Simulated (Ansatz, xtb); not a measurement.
Isomers of C4H8BBrO in order of energy

3 gas-phase structures of C4H8BBrO, from a drawn sample of its isomers (lower ones may exist). Each was relaxed with GFN2-xTB; where two conformers were screened, the lower at r2SCAN-D4/def2-SVP//GFN2-xTB is listed:

A. `C[C@@H]1OBC[C@H]1Br`, a singlet
B. `BrB1CCCCO1`, a singlet
C. `C=C[C@H](C)OBBr`, a singlet

Task: Which do you expect lowest at r2SCAN-D4/def2-SVP//GFN2-xTB, and how would the others follow?

Result: Calculated order at r2SCAN-D4/def2-SVP//GFN2-xTB: B (0.0), C (134.4), A (135.3) kJ/mol. Less than 1 kcal/mol parts C and A, so the order within that pair means little.

Energies above the lowest of each column, in kJ/mol; the last columns are at r2SCAN-D4/def2-SVP geometries:

```csv
structure,GFN2-xTB,HF/STO-3G,r2SCAN-D4/def2-SVP//GFN2-xTB,r2SCAN-D4/def2-SVP,CCSD(T)/def2-SVP + ΔMP2/def2-TZVPP
B,0.0,0.0,0.0,0.0,0.0
C,86.9,237.8,134.4,131.7,109.6
A,103.8,142.1,135.3,133.9,119.4
```

Every level run on B puts it lowest or level with the lowest. Flexible structures stand in one conformer each, not always the lowest. ΔMP2 is the change of the MP2 energy from the smaller to the larger basis.

Programs: Ansatz 0.2.0, xtb 6.7.1.
